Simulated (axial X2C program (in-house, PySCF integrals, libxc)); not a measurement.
**Curves of InCl⁻ by EOM-EA-CCSD**

Calculated with an in-house all-electron X2C program for linear molecules (integrals from PySCF): two-component X2C with atomic mean-field Coulomb and Gaunt terms, Gaussian nuclei, basis In dyall-acv3z, Cl dyall-av3z with contracted cores.

Energies in eV from the lowest point of the lowest state; states are followed by energy order within each Ω. Reference: InCl, 10 electrons correlated in 92 virtual spinors with an MP2 remainder; levels at this size can be off by some tenths of an eV. Masses 114.904 and 34.969 u.

```tsv
R (Å)	(1)Ω=1/2	(1)Ω=3/2
2.230	0.5640	0.6377
2.327	0.2621	0.3435
2.424	0.0931	0.1817
2.533	0.0098	0.1057
2.642	0.0000	0.1023
2.788	0.0545	0.1642
```

T1 of the reference reaches 0.013 (Lee–Taylor). Curves followed by order can swap character. Number of frozen shells: In 4 s, 3 p, 2 d; Cl 2 s, 1 p. Roots with under 60 % one-particle weight at any point are counted in the labels but not shown, and the list ends where the roots sought for some Ω run out; states that need a further excitation are missing and may lie low or lowest. Curves with a minimum but no constants failed the fit check.
